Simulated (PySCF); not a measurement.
**CeH₃: from structure and modes to constants**

Computed with UPBE0/[Ce def2-SVP with ECP28, H def2-SVP], scalar-relativistic core potentials, density fitting, no spin–orbit coupling, PySCF.

The doublet minimum has C3v symmetry. Masses (u): Ce 139.90544, H 1.00782.

```xyz
4
charge 0 multiplicity 2, angstrom
Ce    0.0000    0.0000   -0.0142
H     1.9406    0.0000    0.6552
H    -0.9703    1.6806    0.6552
H    -0.9703   -1.6806    0.6552
```

Harmonic wavenumbers (cm⁻¹): 338.7 (a1, ×1), 515.7 (e, ×2), 1363.9 (e, ×2), 1458.8 (a1, ×1).

Task: What is the harmonic zero-point energy?

Result: Half the sum of all 6 wavenumbers, 5557/2 = 2778 cm⁻¹, which is 33.2 kJ/mol (1 cm⁻¹ = 0.0119627 kJ/mol).

Task: Find the vibrational entropy and heat capacity at 298.15 K.

Result: With u = 1.43878 ω/T, each mode gives S = R[u/(eᵘ−1) − ln(1−e⁻ᵘ)] and C = R u² eᵘ/(eᵘ−1)².
```
   ω (cm⁻¹)      u  S (J/(mol K))  C (J/(mol K))
      338.7  1.635           5.10           6.69
 515.7 (×2)  2.489           2.59           5.08
1363.9 (×2)  6.582           0.09           0.50
     1458.8  7.040           0.06           0.36
```
The sums over all modes are S = 10.5 and C = 18.2 J/(mol K); the softest mode gives 48 % of the entropy (each member, where degenerate).

Task: Give the standard entropy (298.15 K, 1 bar) by its translational, rotational, vibrational and spin parts, and Cp.

Result: Sackur–Tetrode with M = 142.93 u gives 170.7; rotation with symmetry number 3 gives 65.7; vibration 10.5; spin R ln 2 = 5.8. The total is 252.7 J/(mol K), and Cp = 4 R + 18.2 = 51.5 J/(mol K).

This need not be the most stable arrangement of these atoms. Open d and f shells are described by one determinant, and the ground state may have another occupation or spin. The pruned grid is coarse for the open f shell: energies are uncertain by about 2 kJ/mol and soft modes are noisy. No spin–orbit coupling is included, which matters more the heavier the element.
